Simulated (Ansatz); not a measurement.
One change: `N#CC(F)(F)F` becomes `C=CSC(F)(F)F`.

Ansatz, PBE0-D4/def2-TZVP geometries, multiplicity 1. Each molecule was computed in one conformer, which needn't be the lowest.

```csv
property,`N#CC(F)(F)F`
HOMO energy (PBE/def2-TZVPP) / eV,-9.62
HOMO–LUMO gap (PBE0/def2-TZVPP) / eV,10.34
HOMO energy (PBE0/def2-TZVPP) / eV,-11.13
LUMO energy (B3LYP/def2-TZVPP) / eV,-1.09
HOMO energy (ωB97M-V/def2-TZVPP) / eV,-13.51
LUMO energy (ωB97M-V/def2-TZVPP) / eV,1.56
```

What does the change do to each property? (Best estimate.)

Ansatz gave: 
```csv
property,`C=CSC(F)(F)F`,shift
HOMO energy (PBE/def2-TZVPP) / eV,-5.97,3.65
HOMO–LUMO gap (PBE0/def2-TZVPP) / eV,6.70,-3.64
HOMO energy (PBE0/def2-TZVPP) / eV,-7.12,4.01
LUMO energy (B3LYP/def2-TZVPP) / eV,-0.64,0.45
HOMO energy (ωB97M-V/def2-TZVPP) / eV,-9.26,4.25
LUMO energy (ωB97M-V/def2-TZVPP) / eV,1.68,0.12
```

With PBE0 the HOMO rises by 4.01 eV and the LUMO rises by 0.37 eV, so the gap narrows by about 3.64 eV. PBE moves the HOMO by 3.65 eV and ωB97M-V by 4.25 eV.

B3LYP here is the variant with VWN-RPA as its local correlation; programs differ in this.
